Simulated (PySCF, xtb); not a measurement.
dimethyl telluride (C2H6Te), SMILES C[Te]C. Atoms are numbered in the order given.

```xyz
9

C      1.5870     0.0000    -1.0854
Te     0.0000     0.0000     0.4026
C     -1.5870     0.0000    -1.0854
H      1.5125    -0.9031    -1.7048
H      2.5435     0.0000    -0.5455
H      1.5125     0.9031    -1.7048
H     -1.5125    -0.9031    -1.7048
H     -2.5435     0.0000    -0.5455
H     -1.5125     0.9031    -1.7048
```

Coordinates come from a B3LYP-D3(BJ)/def2-SVP optimisation. The def2 effective core potentials stand for the cores of Te; spin–orbit coupling is left out.

Level of theory: C-PCM-ωB97X/def2-SVP in PySCF 2.14.0.

The values are the electrostatic part of the solvation free energy, E(continuum) − E(gas) at the gas-phase geometry, in a cavity of scaled van der Waals radii (PySCF's table); cavitation and dispersion terms are not included. In vacuum the orbital gap is 9.57 eV. The dipole moment in vacuum is 1.11 D.

```
solvent         ε  ΔG(elec) (kcal/mol)  dipole (D)  gap (eV)
----------  -----  -------------------  ----------  --------
water       78.36                 -2.6        1.55      9.76
ethanol     24.85                 -2.5        1.53      9.76
2-propanol  19.26                 -2.5        1.52      9.75
```

For comparison, GFN2-xTB/ALPB(water) (xtb, at the GFN2-xTB geometry, all terms of that model) gives -0.9 kcal/mol.
